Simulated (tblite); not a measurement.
Species: C8H9BO2Si.
Z-matrix (Å and degrees, GFN2-xTB geometry), rows numbered from 1:
```
O 
B   1  1.3489
O   2  1.3652  1  117.59
C   2  1.5842  1  118.64  3   177.19
C   4  1.3982  2  119.02  1   -43.30
C   5  1.3817  4  121.83  2  -176.46
C   6  1.3894  5  120.14  4    -0.14
C   7  1.3788  6  119.86  5    -1.07
C   4  1.3980  2  123.76  1   138.84
C   9  1.4595  4  124.79  2    -5.34
C  10  1.3382  9  117.07  4   179.66
Si 11  1.8827 10  110.60  9     0.56
H   1  0.9584  2  113.80  3     0.61
H   3  0.9558  2  116.27  1   178.22
H   5  1.0801  4  118.31  2     3.26
H   6  1.0809  5  119.86  4   179.60
H   7  1.0814  6  120.10  5   179.39
H  10  1.0819  9  119.29  4    -2.06
H  11  1.0781 10  121.88  9   179.30
H  12  1.4640  8  113.87  7    63.17
H  12  1.4656  8  113.26  7   -65.70
```

Level: GFN2-xTB in tblite, geometry and Hessian alike; calculated harmonic values, unscaled, isolated species. Errors from tens to a few hundred cm⁻¹ against measured bands are possible. Modes of hydrogen on silicon can be 10 to 20 % off. One conformer, not necessarily the lowest.

Harmonic wavenumbers (cm⁻¹): 43.2, 74.4, 127.7, 148.8, 161.9, 265.3, 289.9, 314.8, 338.7, 413.7, 447.1, 460.5, 486.8, 512.3, 529.0, 553.5, 565.0, 591.6, 604.9, 639.6, 658.3, 686.2, 760.5, 763.8, 781.3, 803.5, 810.5, 836.8, 906.0, 922.7, 926.6, 951.8, 954.7, 1075.4, 1113.6, 1115.7, 1173.7, 1208.0, 1229.6, 1247.9, 1284.1, 1304.1, 1334.2, 1394.1, 1443.2, 1557.6, 1568.7, 1596.4, 2235.9, 2251.8, 3051.8, 3058.1, 3070.5, 3086.4, 3088.3, 3606.6, 3649.1.

A = 1377, B = 635.1, C = 454.5 MHz; mass 176.046 u (most abundant isotopes); point group C1, symmetry number 1.

Task: Zero-point energy?

Result: Half the sum of the wavenumbers: 32538 cm⁻¹ = 389.24 kJ/mol.

Task: Give the ideal-gas entropy at 200 K and 1 bar in the rigid-rotor, harmonic-oscillator model (classical rotation).

Result: Translation 165.04, rotation 125.02, vibration 83.39: S = 373.4 J/(mol K).

Task: And Cp and H(200 K) − H(0)?

Result: Cp = 138.94 J/(mol K), of which vibrations give 105.69 (their classical limit is 57 R = 473.9); H(200 K) − H(0) = 16.14 kJ/mol without the zero-point energy, 9.48 from vibrations.

Task: How do the functions run with temperature in this model?

Result: 
| T (K) | S (J/(mol K)) | Cp (J/(mol K)) | H − H(0) (kJ/mol) | G − H(0) (kJ/mol) | ln q(vib) |
| --- | --- | --- | --- | --- | --- |
| 50 | 256.5 | 53.8 | 2.08 | -10.75 | 0.52 |
| 100 | 301.3 | 78.4 | 5.37 | -24.75 | 1.66 |
| 298.15 | 440.6 | 200.2 | 32.83 | -98.52 | 7.26 |
| 373.15 | 490.0 | 241.0 | 49.42 | -133.43 | 9.62 |
| 500 | 568.5 | 295.3 | 83.61 | -200.64 | 13.71 |
| 750 | 702.5 | 363.5 | 166.78 | -360.06 | 21.57 |
| 1000 | 813.0 | 404.0 | 263.11 | -549.91 | 28.82 |

q(vib) and H(0) count from the zero-point level.

Task: What must be added to the electronic energy to get the Gibbs energy at 200 K and 1 bar?

Result: ZPE + [H(200 K) − H(0)] − T·S = 389.24 + 16.14 − 74.69 = 330.69 kJ/mol.

Task: Blend soft modes into free rotors: weight 1/[1 + (100 cm⁻¹/ν̃)⁴] for the oscillator and the rest for a rotor with moment μB/(μ + B), μ = h/(8π²ν), B = 10⁻⁴⁴ kg m². What vibrational entropy results?

Result: 77.97 J/(mol K) in place of 83.39, which changes −T·S at 200 K by +1.08 kJ/mol.

Hindered rotation and anharmonicity are outside this model. Other conformers, if any are populated, would add a mixing term that is left out. The structure is chiral; the term R ln 2 for an equal mix with its mirror image is left out.

Time: 1.1 s wall. Hardware: one thread of an Arm Neoverse V2, shared host with 96 logical CPUs at a one-minute load of 89. This covers the Hessian and the dipole derivatives.
